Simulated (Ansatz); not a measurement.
Geometry optimisation, Ansatz, RKS PBE0-D4/def2-SVP.

Input:

```yaml
crystal:
  periodic: [false, false, false]
  atoms:
    - { symbol: Ge, position_ang: [-0.348956, 0.981808, -1.273704] }
    - { symbol: C, position_ang: [0.299204, -1.097484, 1.167227] }
    - { symbol: H, position_ang: [-1.655381, 0.354221, -0.790095] }
    - { symbol: H, position_ang: [-0.60131, 1.824319, -2.529016] }
    - { symbol: H, position_ang: [0.760875, -0.035398, -1.532024] }
    - { symbol: H, position_ang: [0.319099, -0.020645, 1.29544] }
    - { symbol: Cl, position_ang: [0.340202, 2.400802, 0.264158] }
    - { symbol: H, position_ang: [-0.626474, -1.413288, 0.670358] }
    - { symbol: H, position_ang: [1.164552, -1.418025, 0.573462] }
    - { symbol: H, position_ang: [0.34819, -1.57631, 2.154294] }
basis:
  gaussian: { orbitals: def2-SVP }
hamiltonian:
  xc: pbe0
  dispersion: d4
relax:
  f_tol: 0.03
  max_steps: 50
output:
  orbitals: {}
```

Run as:

```bash
$ ansatz run input.yaml --threads 2 --pin off --max-ram 3072MiB --backend cpu --events-out ev --progress --plain --runs-dir out
```

Q: Where does it end, and by what steps?

A: The forces met the threshold. The force dipped under the threshold on the way, but the program's further checks kept it going. After 9 steps the energy has fallen by 0.093 eV; H9 moved furthest, 0.37 Å.

| step | energy less start (eV) | largest force component (eV/Å) | accepted |
| --- | --- | --- | --- |
| 0 | 0.0000 | 0.655 | yes |
| 1 | -0.0838 | 0.175 | yes |
| 2 | -0.0880 | 0.133 | yes |
| 3 | -0.0912 | 0.042 | yes |
| 4 | -0.0915 | 0.023 | yes |
| 5 | -0.0918 | 0.023 | yes |
| 6 | -0.0926 | 0.046 | yes |
| 7 | -0.0928 | 0.065 | yes |
| 8 | -0.0932 | 0.040 | yes |
| 9 | -0.0933 | 0.002 | yes |

```xyz
10
Properties=species:S:1:pos:R:3
Ge -0.419 1.178 -1.493
C 0.370 -1.275 1.374
H -1.721 0.508 -1.039
H -0.647 2.081 -2.713
H 0.692 0.152 -1.751
H 0.464 -0.182 1.436
Cl 0.246 2.461 0.123
H -0.566 -1.537 0.862
H 1.221 -1.686 0.815
H 0.359 -1.699 2.387
```

The run took 26 s on 2 threads of Arm Neoverse V1, on a shared host, peak memory 0.22 GiB.
